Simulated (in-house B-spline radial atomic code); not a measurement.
Results of a calculation; reference values are marked as such.
Two electrons in Si: a spherical dot of radius 55.7 nm with hard walls

For Si the NSM archive of the Ioffe Institute lists m_l = 0.98 m0, m_t = 0.19 m0 and ε = 11.7; the model takes one isotropic valley with the conductivity mass 3/(1/m_l + 2/m_t) = 0.26 m0, and so misses anisotropy and the other valleys. All triplets below are those of one valley; with several valleys two electrons can form a triplet in the 1s orbital itself, at an energy set by the valley splitting.

Effective-mass model with parabolic bands, a uniform dielectric constant, no image charges, no central-cell or spin-orbit terms. Two-electron levels come from full CI in B-splines with partial waves to l = 5 (up to 0.001 effective hartree above the limit).

(1) What are the effective units, and what is the potential in them?

In these units the lowest s and p orbitals lie at 0.009012 and 0.018437, and their Coulomb and exchange integrals are J_ss = 0.076328, J_sp = 0.069217 and K_sp = 0.01537. (For an empty sphere J_ss = 1.786/R.) Full CI gives 0.069448 for the ground singlet, 0.073043 for the sp triplet, 0.083333 for the sp singlet and 0.099367 for the lowest triplet of two s orbitals.

(2) What does it cost to add the second electron, to first order and exactly?

(3) How far above the singlet do the triplets lie?

Answers

(1) Ha* = 27211.386 meV × 0.26/11.7² = 51.68 meV and a* = 0.0529177 nm × 11.7/0.26 = 2.381 nm. The radius is R = 23.4 a*. The one-electron levels are π²/2R² = 0.0090 and 4.4934²/2R² = 0.0184 Ha*.

(2) To first order E = 2ε_s + J_ss = 0.094353, so the charging energy E(2) − 2E(1) is J_ss = 3.945 meV. CI gives 0.069448 − 2 × (0.009012) = 0.051423, or 2.658 meV: relaxation and correlation lower it by 1.287 meV, 32.6 % of J_ss. The s² configuration of one-electron orbitals holds 57.4 % of the state, and the mean radius is 33.8 nm.

(3) To first order the sp triplet lies at ε_s + ε_p + J_sp − K_sp = 0.081296, which is 0.6748 meV below 2ε_s + J_ss, so first order fails: the exact ground state of two electrons is a singlet. CI gives 0.073043 − (0.069448) = 0.003595, or 0.1858 meV, 38 % of the orbital spacing of 0.4871 meV. The ss triplet lies 1.546 meV up, so the lower of the two is the sp one, and its gap equals k_BT at 2.16 K. The sp singlet-triplet splitting is 0.5318 meV, against 2K_sp = 1.589 meV. With the repulsion this large beside the spacing the electrons keep apart, as in a Wigner molecule, and the splitting shrinks.
